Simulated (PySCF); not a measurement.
C6H6SSe, SMILES c1c(C=C)sc(c1)[SeH] (GFN2-xTB optimised geometry):

```
14

C     -2.299    -2.285     0.002
C     -0.970    -2.340     0.000
C     -0.097    -1.199     0.000
C      1.273    -1.199     0.000
C      1.843     0.085     0.000
C      0.900     1.072     0.000
Se     1.230     2.939    -0.001
S     -0.710     0.432     0.000
H     -2.823    -1.343     0.004
H     -2.902    -3.176     0.002
H     -0.459    -3.294    -0.001
H      1.855    -2.104     0.000
H      2.902     0.280     0.000
H     -0.171     3.294     0.005
```

Computed with CAM-B3LYP/def2-TZVP run with PySCF 2.14.0.

Question: What are the frontier orbital energies and the dipole moment?

Answer: HOMO-2 -8.90 eV, HOMO-1 -8.66 eV, HOMO -6.96 eV, LUMO -0.30 eV, LUMO+1 0.59 eV; dipole moment 0.54 D.

On the same geometry PySCF with PBE/def2-TZVP gives HOMO-2 -6.53 eV, HOMO-1 -6.28 eV, HOMO -4.93 eV, LUMO -2.09 eV, LUMO+1 -1.45 eV; dipole moment 0.32 D.

Meta-Löwdin charges at CAM-B3LYP/def2-TZVP: C1 -0.27, C2 -0.10, C3 -0.11, C4 -0.14, C5 -0.17, C6 -0.23, Se7 0.08, S8 0.26, H9 0.12, H10 0.13, H11 0.12, H12 0.13, H13 0.13, H14 0.06.
